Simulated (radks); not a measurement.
Task: Coherent X-ray form factor from a spherical all-electron density. Calculated with a radial shooting solver on a logarithmic mesh with Libxc functionals: scalar-relativistic Kohn-Sham, OLYP, spin-polarised, spherical densities, point nucleus.

| sin(theta)/lambda (1/angstrom) | f0 (electrons) |
|---|---|
| 0.05 | 50.422 |
| 0.1 | 48.803 |
| 0.15 | 46.442 |
| 0.2 | 43.697 |
| 0.25 | 40.875 |
| 0.3 | 38.170 |
| 0.4 | 33.387 |
| 0.5 | 29.398 |
| 0.6 | 26.051 |
| 0.8 | 21.063 |
| 1 | 17.894 |
| 1.25 | 15.165 |
| 1.5 | 12.820 |
| 2 | 8.864 |

The species is in the configuration that NIST lists as its ground one. Which atom or ion scatters so?

Result: The caesium ion Cs4+, [Kr] 4d10 5s2 5p3. Extrapolating in s^2 from the first two rows gives f0(0) = 51.0, near the electron count 51; among species with that count, the fall with angle is slower the higher Z, and the table is that of Z = 55; from so few rows the species is fixed only to a neighbour or two.
